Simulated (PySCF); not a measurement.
# Bond lengths and vibrations by method: BFHOSi cation

All numbers below are calculated, not measured. The program is PySCF 2.14.0, an open-source quantum chemistry code, run on an isolated molecule that a program drew, which may never have been made. The molecule is BFHOSi cation (charge +1, singlet), drawn as the SMILES string `O=B[SiH+]F`.

The geometry was optimised and harmonic frequencies were computed with HF and MP2, all in the cc-pV(D+d)Z basis, for the commonest isotopes, with a restricted reference for singlets and an unrestricted one otherwise, and a frozen core in MP2. Each result is a local minimum of its method.

Geometry at the HF minimum:
```xyz
5
BFHOSi cation, angstrom
O    -1.3582   -2.2698    0.1508
B    -1.0255   -1.1924   -0.1619
Si   -0.3893    0.6261   -0.6609
F    -1.4129    1.5117   -1.4166
H     0.9120    1.2230   -0.4043
```

Lengths of the bonds as drawn, in Å (atoms numbered as above):
| bond | HF | MP2 |
|---|---|---|
| O1-B2 | 1.170 | 1.217 |
| B2-Si3 | 1.990 | 1.967 |
| Si3-F4 | 1.550 | 1.576 |
| Si3-H5 | 1.454 | 1.462 |

Rotational constants, in GHz:
| constant | HF | MP2 |
|---|---|---|
| A | 24.97 | 24.72 |
| B | 2.861 | 2.808 |
| C | 2.567 | 2.522 |

Harmonic frequencies in cm^-1, each column in rising order, so a row needn't be the same motion in every method:
| rank | HF | MP2 |
|---|---|---|
| 1 | 154 | 141 |
| 2 | 245 | 219 |
| 3 | 378 | 353 |
| 4 | 559 | 549 |
| 5 | 619 | 593 |
| 6 | 854 | 818 |
| 7 | 1053 | 1003 |
| 8 | 2247 | ? |
| 9 | 2480 | 2412 |

**Estimate the missing MP2 frequency from the HF column.**

A single factor s that minimises the squared misfit of MP2 against s times HF over the other rows is sum(HF x MP2) / sum(HF^2) = 0.9673, with an rms misfit of 12 cm^-1. For rank 8 it gives 0.9673 x 2247 = 2174 cm^-1. The calculation gives 1910 cm^-1, 264 cm^-1 below the estimate. The drawn bonds are on average 1.3 % longer in MP2 than in HF.
